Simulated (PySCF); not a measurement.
These are PBE0-D3(BJ)/def2-TZVP in PySCF values and carry that method's errors. Isolated molecules, 0 K electronic values unless said otherwise. 

Reference species (SMILES): `C=[SiH2]` (neutral, multiplicity 1).

```
Item            Value
-------------  ------
dipole moment  0.75 D
```

Changed species: `C=[SiH]Cl` (whole molecule; the reference has whole molecule).

Question: Give the shifts of the dipole moment.

Answer: the dipole moment rises by 0.10 D, to 0.85 D.
